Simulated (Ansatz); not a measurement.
Reaction (hydrogenolysis of the Sn–F bond): `C[O][Sn]([OH])([F])[Cl]` + H₂ → `C[O][SnH]([OH])[Cl]` + H–F

Isolated molecules relaxed with PBE0-D4/def2-TZVP in Ansatz; ΔE leaves out vibrations. CCSD(T)/CBS adds triple-zeta CCSD(T) − MP2 to the extrapolated MP2 energy (def2 sets, frozen cores). This one scheme is used for every species. DFT in def2-TZVPP. B3LYP here is the variant with VWN-RPA as its local correlation; programs differ in this. Elements past krypton have def2 core potentials. For Sn outer-core shells are correlated without core-valence functions, which leaves a few kJ/mol of doubt a bond. One conformer a species, not always the lowest.

```csv
level,ΔE (kJ/mol),difference from CCSD(T)/CBS
r2SCAN-D4,34.3,9.1
ωB97M-V,25.1,-0.1
B2PLYP,27.7,2.5
PBE,26.5,1.3
r2SCAN,33.9,8.7
B3LYP,26.4,1.2
MP2/def2-TZVPP,23.0,-2.2
CCSD/def2-TZVPP,16.8,-8.4
SCS-MP2/def2-QZVPP,28.8,3.6
HF/CBS(def2),22.6,-2.6
CCSD(T)/CBS,25.2,0
```

Largest T1 diagnostic among the species: 0.014.

From PBE to PBE0 (25 % exact exchange), in def2-TZVPP and without D4, ΔE moves by −9.1 kJ/mol.

CCSD(T)/CBS has its own doubt, a few kJ/mol and more with outer-core shells, so smaller differences from it don't rank the levels.
